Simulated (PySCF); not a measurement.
H₇NO₂Si₂, SMILES [SiH3][Si](O)(N)O. Geometry: PBE-D3(BJ)/def2-SVP. This is a generated structure with no PubChem entry under its InChIKey; it may be hypothetical. Other conformers were not sampled.

The numbers are results of PBE-D3(BJ)/def2-SVP (PySCF 2.14.0), not measurements.

Harmonic wavenumbers (cm⁻¹): 101, 118, 131, 173, 238, 252, 273, 357, 377, 441, 480, 503, 503, 732, 765, 787, 832, 849, 884, 899, 906, 932, 1494, 2145, 2155, 2164, 3474, 3568, 3724, 3726. Rotational constants (GHz): 3.628, 2.042, 1.963; symmetry number 1.

Question: Work out the zero-point energy and the ideal-gas rigid-rotor harmonic-oscillator thermochemistry at 298.15 K and 1 atm.

Answer: ZPE = ½ Σ hcν = ½ × 33984 cm⁻¹ = 48.58 kcal/mol. H − E(el) = 54.98 kcal/mol. Entropy in cal/(mol K): translation 39.98, rotation 27.49, vibration 23.69, total 91.16. G − E(el) = 27.80 kcal/mol. Cp = 34.53 cal/(mol K). Modes under 150 cm⁻¹ make the vibrational entropy uncertain.
